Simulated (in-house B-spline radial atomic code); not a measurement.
Settings and results of a run for Ag III (Ag2+) (an excited or competing configuration). Method: non-relativistic AM05, spin-polarised, spherical fractional occupations, point nucleus. Calculated with an all-electron radial atomic-structure program (B-spline basis).

Command:
```bash
python run_scf.py task.json out
```
Settings:
```
Z                47
configuration    [Kr] 4d8 5f1
hamiltonian      nr
method           am05
spin_polarised   True
```

Output (hartree, bohr):
```
 radial grid: 61 intervals, B-splines of order 8, outer radius 53.7037 bohr

 iter        energy (Eh)    residual
    1       -5181.447525    4.91e-01
    2       -5186.185424    4.78e-01
    3       -5192.774753    9.01e-02
    4       -5192.989899    2.07e-02
    5       -5193.001809    6.99e-03
    6       -5193.001553    2.67e-03
    7       -5193.001659    1.14e-03
    8       -5193.001715    4.36e-05
    9       -5193.001715    4.49e-05
   10       -5193.001716    1.29e-05
   11       -5193.001716    1.28e-06
   12       -5193.001716    1.04e-07

 total energy                     -5193.00172
 kinetic                            5190.1048
 electron-nucleus                 -12316.4013
 Hartree                            2073.5138
 exchange-correlation               -140.2190

 orbital      occ     eigenvalue          <r>       <r^2>       <1/r>     <1/r^2>     <1/r^3>       r_max
 1s up      1.000      -901.7023    0.0324149  0.00140562     46.4426     4330.71           -     0.02145
 1s down    1.000      -901.7020    0.0324149  0.00140562     46.4426     4330.72           -     0.02145
 2s up      1.000      -131.1853     0.140609    0.023226     10.5624     453.578           -      0.1192
 2s down    1.000      -131.1696     0.140605   0.0232247     10.5629      453.62           -      0.1192
 2p up      3.000      -122.2065     0.120085   0.0175483     10.5693     151.466     3317.21     0.09341
 2p down    3.000      -122.1945     0.120079   0.0175466     10.5698     151.479     3317.59     0.09341
 3s up      1.000       -24.9872     0.381742    0.166483     3.75735     86.6696           -      0.3449
 3s down    1.000       -24.9773     0.381655     0.16639     3.75784     86.6819           -      0.3449
 3p up      3.000       -21.3690     0.373527    0.161844     3.67699     28.7279     583.972      0.3314
 3p down    3.000       -21.3581      0.37343    0.161737     3.67744     28.7309      584.02      0.3314
 3d up      5.000       -14.6705     0.345677    0.142225     3.52639     15.6402      91.143      0.2738
 3d down    5.000       -14.6555     0.345581    0.142112     3.52672     15.6416     91.1469      0.2739
 4s up      1.000        -4.5116      0.93527    0.989944     1.46464      17.149           -      0.8468
 4s down    1.000        -4.4534     0.934848    0.989241     1.46566     17.1764           -      0.8462
 4p up      3.000        -3.3622     0.999079      1.1405     1.35396     5.36347     99.2019      0.8842
 4p down    3.000        -3.3036     0.998945     1.14062     1.35459     5.36922      99.328      0.8836
 4d up      5.000        -1.5049        1.238     1.80969     1.07188     2.15345     10.1399       1.005
 4d down    3.000        -1.4477      1.24336     1.82929     1.06894     2.14439     10.0945       1.005
 5f up      1.000        -0.1682      9.08461     96.2773    0.156946   0.0465051   0.0284862       9.961
```

Run time, properties included: 0.15 s on 1 thread of Arm Neoverse V1 (shared host).
